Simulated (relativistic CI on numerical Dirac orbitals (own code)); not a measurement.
## Line list: Electric-dipole lines, Ce³⁺

These numbers are calculated, not measured: Dirac-Coulomb-Breit CI, separate exchange-only KLI orbitals for each configuration, a model potential for QED, valence Slater integrals scaled by 0.85, configuration energies shifted to the measured levels that pair with them (semi-empirical) (own radial code, finite nucleus).

Configuration list (outside the closed core [Kr] 4d10 5s2): 4f5p⁶, 5p⁶5d, 5p⁶6s, 5p⁶6p, 5p⁶6d, 5p⁶7s, 5p⁶7d, 5p⁶8s, 4f5p⁵5d, 4f³5p⁴, 4f²5p⁵, 4f5p⁴5d², 5p⁶7p, 5p⁶5f, 5p⁵5d², 4f5p⁵5f, 5p⁶6f, 4f5p⁵5g, 4f5p⁵6s, 5p⁶5g, 5p⁶7f, 4f5p⁵6p, 4f²5p⁴5d, 5p⁵5d6s, 5p⁵5d5f, 4f5p⁴5f², 4f5p⁵6d, 4f5p⁵7s, 4f5p⁴5d6p, 5p⁵5d5g. Levels of other configurations are missing.

```tsv
λ vac (nm)	Lower	Upper	A (s⁻¹)	E lower (cm⁻¹)	E upper (cm⁻¹)
45.051	4f5p⁶ ²F°5/2 [1]	5p⁶7d ²D5/2 [212]	4.97e+08	0.0	221970.8
45.141	4f5p⁶ ²F°5/2 [1]	5p⁶7d ²D3/2 [211]	1.93e+09	0.0	221528.6
45.484	4f5p⁶ ²F°7/2 [2]	5p⁶7d ²D5/2 [212]	6.55e+08	2111.8	221970.8
56.434	4f5p⁶ ²F°5/2 [1]	5p⁶6d ²D5/2 [103]	3.91e+07	0.0	177198.9
97.627	5p⁶6p ²P°1/2 [6]	5p⁶8s ²S1/2 [217]	2.22e+08	122697.3	225128.0
101.18	5p⁶6p ²P°1/2 [6]	5p⁶7d ²D3/2 [211]	2.45e+08	122697.3	221528.6
129.35	5p⁶5d ²D3/2 [3]	5p⁶6p ²P°3/2 [7]	1.33e+08	49869.1	127179.8
133.18	5p⁶5d ²D5/2 [4]	5p⁶6p ²P°3/2 [7]	1.17e+09	52093.9	127179.8
137.31	5p⁶5d ²D3/2 [3]	5p⁶6p ²P°1/2 [6]	1.23e+09	49869.1	122697.3
185.62	5p⁶6p ²P°1/2 [6]	5p⁶6d ²D3/2 [98]	4.70e+08	122697.3	176571.5
191.62	5p⁶6p ²P°1/2 [6]	5p⁶6d ²D3/2 [93]	3.36e+08	122697.3	174885.1
199.92	5p⁶6p ²P°3/2 [7]	5p⁶6d ²D5/2 [103]	9.79e+08	127179.8	177198.9
```

Terms are leading LS components. Brackets give the number of a level in order of energy, since labels repeat. The list gives strong lines, with weight on those to low levels, without configurations whose count of f electrons has no measured partner, without configurations that were not tied to measured data, without lines whose two gauges differ by over a factor of 2.5, among the lowest 397 of 7837 levels, so that lines to higher ones, which can be the strongest, are missing, and without lines across small gaps between configurations, and without 4 lines that miss the measured interval by over 3.5 %, start from a term whose rates miss tabulated ones by over 60 %, have gauges far apart or, lacking measured levels, span too small a gap for the errors found; lines with a level outside our table were not tested and can miss by more. Levels whose partners in the same complex of configurations lie outside the list can be far off, and so can their lines. Rates are taken at the computed energies, electric ones in the length gauge.

Configurations whose levels could be paired with our table of measured levels were shifted onto them, all but the ground configuration, by the median error of their levels; single terms can still be off by 1,000 to 2,000 cm⁻¹ or more, and rates follow the energies as ν³ (E1, M1) or ν⁵ (E2). The others borrow a shift and can be off by several thousand cm⁻¹ or more. The fine structure of a lone outer electron comes out too small, for d and f at times inverted, and misplaced configurations move strength between like terms. 10 of the 12 excited levels that our extract of the measured tables holds in this range could be paired (the sources list more); they are missed by 90 cm⁻¹ on average and 141 at most, after the shifts were fitted to these levels, and levels without a partner can miss by more.

LS names give the leading component of a level, which can be under half, so a name can repeat, a term be missing and a line seem to break the LS rules.
